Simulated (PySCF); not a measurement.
# A small calculation by hand: chemical shift, span and skew from a shielding tensor

Cl₄H₂Si₂, SMILES Cl[SiH2][Si](Cl)(Cl)Cl. Atoms are numbered in the order given.

```xyz
8

Si     1.2132     1.3540     0.0000
Cl    -0.1834     2.8758     0.0000
Si     0.0066    -0.6177     0.0000
Cl    -1.1782    -0.7189     1.6647
Cl    -1.1782    -0.7189    -1.6647
Cl     1.2938    -2.2142     0.0000
H      2.0525     1.4443     1.2218
H      2.0525     1.4443    -1.2218
```
Charge 0, spin multiplicity 1.

Geometry optimised at ωB97X-D3(BJ)/def2-SVP. One conformer was computed; it need not be the lowest.

GIAO shieldings from PBE/pcSseg-1 (PySCF), non-relativistic, no solvent. The symmetric part of the tensor of Si1 has the principal values 328.3, 336.2, 425.9 ppm. The same nucleus in TMS has σ = 335.4 ppm at this level (PySCF, at its B3LYP-D3(BJ)/def2-TZVP geometry). Without spin–orbit terms, shifts of atoms bonded to Cl or Br come out too high.

### Question
Work out the isotropic shielding, the ²⁹Si shift against TMS, the span and the skew.

### Answer

σ(iso) = (σ11 + σ22 + σ33)/3 = 363.5 ppm. δ = σ(ref) − σ(iso) = 335.4 − (363.5) = -28.1 ppm.
Span Ω = σ33 − σ11 = 97.6 ppm. Skew κ = 3(σ(iso) − σ22)/Ω = 0.84. Tumbling in solution averages the tensor to δ; in a static solid the shielding alone would spread this spin-1/2 line over Ω.
